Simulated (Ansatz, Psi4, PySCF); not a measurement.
Molecule: SiN₂H₄Cl (charge 0, doublet). SMILES: N[Si](N)Cl
Coordinates optimised at B3LYP-D3(BJ)/def2-TZVP (Ansatz, a first-principles code):
```
Si
N 1 1.7085
H 2 1.0070 1 121.16
H 2 1.0107 3 112.35 1 153.64
N 1 1.7172 2 105.89 3 -166.81
H 5 1.0083 1 119.99 2 -158.79
H 5 1.0091 6 111.98 1 147.65
Cl 1 2.1058 2 116.60 3 78.06
```
Charge 0, spin multiplicity 2.

Wanted: size of the dipole moment, in D. Set-up: no spin-orbit coupling; 6-311+G** with 5d, 6d on Na to Ar in Ansatz; non-relativistic; UHF or UKS for open shells; dispersion terms only where a functional's name holds one; LANL2DZ with its own core potentials from Na on; 6-31G* and kin with 6d, 5d where marked. First-principles rows: single points at B3LYP-D3(BJ) geometries (Ansatz).

| level | program | size of the dipole moment (D) |
|---|---|---|
| PBE/STO-3G | Ansatz | 3.37 |
| PBE/3-21G | Ansatz | 3.56 |
| PBE/def2-SVP | Ansatz | 2.47 |
| BLYP/6-31G* | Ansatz | 2.83 |
| B3LYP/LANL2DZ | Ansatz | 2.91 |
| B3LYP/6-31G* | Ansatz | 2.84 |
| M06-2X/6-311+G** | PySCF | 2.54 |
| wB97X-D/6-31G* | Psi4 | 2.91 |
| wB97X-D/6-311+G** | Psi4 | 2.54 |

No value to compare with is used here. The 9 habitual levels span 2.47 (PBE/def2-SVP) to 3.56 D (PBE/3-21G).

The levels are drawn from those run, B3LYP/6-31G* more often than the rest, none by its result; left out are runs that failed, that the program found above a lower state of the same kind, or whose <S^2> lies over 0.5 above the pure value.
